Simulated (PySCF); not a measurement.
**Working out the ionisation energy of N⁺**

N⁺ [He] 2s2 2p2 (3P) → N²⁺ [He] 2s2 2p1 (2P). All numbers are calculated (PySCF 2.14, no relativity, point nucleus, in pcseg-2 (4s3p2d1f, 30 functions)). Frozen: 1s2. Energies in hartree (1 hartree = 27.21139 eV):

```
            part  N⁺ (lower)  N²⁺ (upper)
             UHF  -53.888133   -52.814263
CCSD correlation   -0.089677    -0.080483
             (T)   -0.001525    -0.000996
```

Question: What does Hartree-Fock give?

Answer: (-52.814263) − (-53.888133) = 1.073870 hartree = 29.221 eV.

Question: What do CCSD and CCSD(T) give?

Answer: The CCSD correlation energies differ by 0.009194 hartree = 0.250 eV and the triples by 0.000529 hartree = 0.014 eV, so CCSD gives 29.471 eV and CCSD(T) 29.485 eV.

Reference: 29.601 eV (semi-empirical (NIST evaluation); NIST Atomic Spectra Database, ionization energies), between the lowest levels; spin-orbit coupling is absent from the calculation.

What remains against the reference includes basis incompleteness, the frozen core and higher excitations.
